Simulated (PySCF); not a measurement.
**Spin-rotation constants: `C#CC/C=C\[C@H](C)N=C`, C$_{8}$H$_{11}$N**

Geometry:
```
atom   x (Å)   y (Å)   z (Å)
  C1   2.745   1.843   0.150
  C2   2.406   0.706   0.307
  C3   1.978  -0.672   0.468
  C4   1.253  -1.141  -0.768
  C5  -0.020  -0.907  -1.042
  C6  -0.980  -0.142  -0.173
  C7  -1.809  -1.122   0.667
  N8  -1.879   0.567  -1.045
  C9  -1.930   1.814  -1.017
 H10   3.052   2.838   0.023
 H11   2.859  -1.296   0.642
 H12   1.331  -0.739   1.347
 H13   1.855  -1.691  -1.478
 H14  -0.461  -1.282  -1.954
 H15  -0.432   0.551   0.489
 H16  -2.507  -0.578   1.299
 H17  -2.373  -1.777   0.009
 H18  -1.156  -1.724   1.294
 H19  -2.614   2.317  -1.685
 H20  -1.323   2.445  -0.356
```

Level of theory: GIAO B3LYP/pcSseg-1 magnetisability, rotational g tensor and spin-rotation constants, non-relativistic, gas phase (PySCF). Geometry: GFN2-xTB.

(1) Give the nuclear spin-rotation constants along the inertial axes (H = +C I·J) beside the isotropic shieldings.

## Answers

(1) Rotational constants 2.2652, 1.0626, 0.8489 GHz. A star marks the isotopologue with that one atom substituted, in its own axes.
```csv
atom,isotope,Caa (kHz),Cbb (kHz),Ccc (kHz),mean (kHz),σ (ppm)
N8,14N,0.439,0.353,0.098,0.297,-159.7
H10,1H,-0.231,0.000,-0.100,-0.110,30.5
H11,1H,-0.027,-0.064,-0.091,-0.060,29.1
H12,1H,-0.166,-0.116,0.008,-0.091,28.7
H13,1H,-0.169,-0.083,0.027,-0.075,26.2
H14,1H,-0.115,-0.107,0.034,-0.063,25.7
H15,1H,-0.099,-0.059,-0.040,-0.066,27.7
H16,1H,-0.182,-0.093,-0.028,-0.101,30.8
H17,1H,-0.116,-0.072,-0.057,-0.082,30.0
H18,1H,-0.124,-0.055,-0.081,-0.086,30.7
H19,1H,-0.011,-0.028,-0.056,-0.032,24.7
H20,1H,-0.032,-0.036,-0.032,-0.033,24.0
C1,13C*,0.667,0.080,0.272,0.340,110.2
C2,13C*,0.791,0.025,0.329,0.381,96.0
C3,13C*,0.361,0.150,0.129,0.213,162.3
C4,13C*,0.700,0.211,0.377,0.429,53.7
C5,13C*,0.793,0.242,0.399,0.478,33.1
C6,13C*,0.510,0.239,0.207,0.319,110.1
C7,13C*,0.377,0.162,0.144,0.228,154.8
C9,13C*,0.890,0.374,0.264,0.509,28.7
```
For the geometry as given, no vibrational averaging.
